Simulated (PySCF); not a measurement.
Compound: C5H7F3.
SMILES: `F[C@@H]1CCCC1(F)F`

A linear-response calculation (PySCF, def2-SVPD basis, gas phase, vertical, core orbitals frozen in the response) gave these numbers; the functional is withheld.

Orbital energies (eV): HOMO-3 -12.29, HOMO-2 -11.85, HOMO-1 -11.62, HOMO -11.04, LUMO 2.29, LUMO+1 2.90, LUMO+2 2.99.

| state | E (eV) | f | main configurations (H = HOMO, L = LUMO) |
| --- | --- | --- | --- |
| S1 | 9.06 | 0.0079 | H→L (38%), H→L+3 (26%), H→L+1 (25%) |
| S2 | 9.47 | 0.0009 | H→L (38%), H→L+3 (22%), H-1→L (21%) |
| S3 | 9.55 | 0.0030 | H-1→L (63%), H→L (14%), H→L+3 (8%) |
| S4 | 9.75 | 0.030 | H-2→L (50%), H-2→L+1 (14%), H-2→L+3 (13%) |
| S5 | 9.98 | 0.0054 | H→L+1 (44%), H→L+3 (18%), H→L+2 (10%) |
| S6 | 10.05 | 0.010 | H→L+2 (67%), H→L+6 (8%) |

Triplets (Tamm–Dancoff): T1 8.68 eV, H→L+3 (40%), H→L+1 (24%), H→L (18%); T2 9.25 eV, H→L (36%), H-1→L (26%); T3 9.37 eV, H-1→L (49%), H→L (23%); T4 9.44 eV, H-2→L (27%), H-2→L+3 (15%), H-2→L+1 (12%).

Vertical ionisation energy by ΔSCF with the same functional: 11.36 eV. Mean static polarisability: 58.3 au.

Question: Name the functional.
A. PBE
B. wB97X-D
C. B3LYP
D. HF

Answer: B. wB97X-D is range-separated, 22% exact exchange at short range and 100% at long range (ω = 0.2 bohr⁻¹). In this run −ε(HOMO) = 11.04 eV differs from the ΔSCF value by -0.32 eV, and S1 differs from the orbital gap of 13.33 eV by -4.27 eV. The ratio −ε(HOMO)/IP is 0.97. Small neutral molecules mostly give 0.89 to 0.99 with wB97X-D, 0.5 to 0.7 with PBE, 0.67 to 0.83 with B3LYP; with Hartree–Fock the ratio is 1 or more (Koopmans' value less the relaxation energy is the ΔSCF value).

The calculation used TDDFT wB97X-D/def2-SVPD, vertical, gas phase, core orbitals frozen in the response in PySCF. The structure is a single PBE0-D3(BJ)/def2-SVP conformer in the gas phase; no vibrational or solvent corrections.
